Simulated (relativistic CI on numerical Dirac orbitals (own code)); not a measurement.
Magnetism of Hg3+, 5d9, in a crystal field

Calculated by Dirac-Coulomb-Breit CI, KLI orbitals optimised for each configuration, QED by a radiative potential, valence Slater integrals scaled by 0.75, one configuration in a parametric crystal field (own radial code).

Field parameters in Wybourne normalisation: D3d B²₀ = −7Dσ, B⁴₀ = −14Dq − 21Dτ, B⁴₃ = −14√(10/7) Dq; D4h B²₀ = −7Ds, B⁴₀ = 21(Dq − Dt), B⁴₄ = 21√(5/14) Dq; Oh B⁴₀ = 21Dq, B⁴₄ = √(5/14) B⁴₀; Td as Oh with Dq negative (B⁴₀ = 21Dq, B⁴₄ = √(5/14) B⁴₀). The field is a parameter set, without covalency.

S is read from ⟨S²⟩ = S(S + 1).

Powder χT (cm³ K mol⁻¹) by Van Vleck's formula, with temperature-independent terms:

| Field | 2 K | 5 K | 10 K | 20 K | 50 K | 100 K | 200 K | 300 K |
| --- | --- | --- | --- | --- | --- | --- | --- | --- |
| D3d, 10Dq = 23100, Dσ = -50, Dτ = 270 cm⁻¹ | 0.281 | 0.285 | 0.292 | 0.307 | 0.35 | 0.422 | 0.545 | 0.622 |
| D3d, 10Dq = 28700, Dσ = -720, Dτ = 20 cm⁻¹ | 0.262 | 0.267 | 0.274 | 0.289 | 0.333 | 0.406 | 0.526 | 0.597 |
| D4h, 10Dq = 26550, Ds = 780, Dt = 940 cm⁻¹ | 0.671 | 0.671 | 0.671 | 0.672 | 0.673 | 0.676 | 0.68 | 0.685 |
| D4h, 10Dq = 27650, Ds = -870, Dt = -110 cm⁻¹ | 0.646 | 0.646 | 0.646 | 0.647 | 0.648 | 0.65 | 0.654 | 0.658 |
| Oh, 10Dq = 15850 cm⁻¹ | 0.825 | 0.825 | 0.826 | 0.826 | 0.828 | 0.831 | 0.838 | 0.844 |
| Oh, 10Dq = 28700 cm⁻¹ | 0.675 | 0.675 | 0.675 | 0.675 | 0.676 | 0.678 | 0.681 | 0.685 |
| Oh, 10Dq = 43100 cm⁻¹ | 0.585 | 0.585 | 0.585 | 0.585 | 0.586 | 0.587 | 0.59 | 0.592 |
| Td, 10Dq = -7700 cm⁻¹ | 0.376 | 0.378 | 0.38 | 0.385 | 0.399 | 0.423 | 0.471 | 0.519 |

Problem. For D4h, 10Dq = 26550, Ds = 780, Dt = 940 cm⁻¹: what effective moment follows at 300 K?

Solution. μ_eff = √(8χT) = 2.34 μB. The ground level has S = 0.50; the spin-only moment for S = 1/2 is 1.73 μB. The difference comes from the orbital moment, spin-orbit mixing of terms and temperature-independent paramagnetism, all larger in this ionic model than in covalent complexes.
